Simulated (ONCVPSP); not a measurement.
An all-electron radial function and its pseudo partner (zinc)

Columns: radius, all-electron u(r) and pseudo u(r) of the 3d shell (level -10.75 eV) of zinc in the configuration [Ne] 3s2 3p6 3d10 4s1.75 4p0.25; PBE, scalar-relativistic, ONCV scheme, ONCVPSP 4.0.1.

```json
{"r (bohr)": "0.072", "all-electron": "0.0584", "pseudo": "0.0067"}
{"r (bohr)": "0.145", "all-electron": "0.2585", "pseudo": "0.0512"}
{"r (bohr)": "0.217", "all-electron": "0.5020", "pseudo": "0.1565"}
{"r (bohr)": "0.290", "all-electron": "0.7195", "pseudo": "0.3279"}
{"r (bohr)": "0.362", "all-electron": "0.8772", "pseudo": "0.5408"}
{"r (bohr)": "0.435", "all-electron": "0.9775", "pseudo": "0.7663"}
{"r (bohr)": "0.507", "all-electron": "1.0260", "pseudo": "0.9604"}
{"r (bohr)": "0.580", "all-electron": "1.0362", "pseudo": "1.0985"}
{"r (bohr)": "0.652", "all-electron": "1.0195", "pseudo": "1.1629"}
{"r (bohr)": "0.725", "all-electron": "0.9852", "pseudo": "1.1595"}
{"r (bohr)": "0.798", "all-electron": "0.9404", "pseudo": "1.1035"}
{"r (bohr)": "0.870", "all-electron": "0.8907", "pseudo": "1.0188"}
{"r (bohr)": "0.942", "all-electron": "0.8388", "pseudo": "0.9250"}
{"r (bohr)": "1.015", "all-electron": "0.7861", "pseudo": "0.8353"}
{"r (bohr)": "1.088", "all-electron": "0.7346", "pseudo": "0.7580"}
{"r (bohr)": "1.160", "all-electron": "0.6858", "pseudo": "0.6947"}
{"r (bohr)": "1.232", "all-electron": "0.6394", "pseudo": "0.6418"}
{"r (bohr)": "1.305", "all-electron": "0.5951", "pseudo": "0.5954"}
{"r (bohr)": "1.378", "all-electron": "0.5536", "pseudo": "0.5535"}
{"r (bohr)": "1.450", "all-electron": "0.5154", "pseudo": "0.5153"}
{"r (bohr)": "1.522", "all-electron": "0.4797", "pseudo": "0.4796"}
{"r (bohr)": "1.595", "all-electron": "0.4461", "pseudo": "0.4460"}
{"r (bohr)": "1.668", "all-electron": "0.4149", "pseudo": "0.4149"}
{"r (bohr)": "1.740", "all-electron": "0.3864", "pseudo": "0.3863"}
{"r (bohr)": "1.812", "all-electron": "0.3599", "pseudo": "0.3598"}
{"r (bohr)": "1.885", "all-electron": "0.3349", "pseudo": "0.3349"}
```

(1) How many radial nodes do the two functions have?

(2) At about which radius was the pseudo-wave matched?

(3) Is the pseudo-wave norm-conserving?

Answers

(1) The all-electron 3d function has n − l − 1 = 0; the pseudo-wave has 0.

(2) 1.40 bohr. The columns agree to 0.0005 from 1.30 bohr on; several derivatives are matched, so the curves merge somewhat inside the radius.

(3) Yes: the ONCV scheme keeps the norm inside the radius equal to the all-electron one, which fixes the energy derivative of the logarithmic derivative at the level.
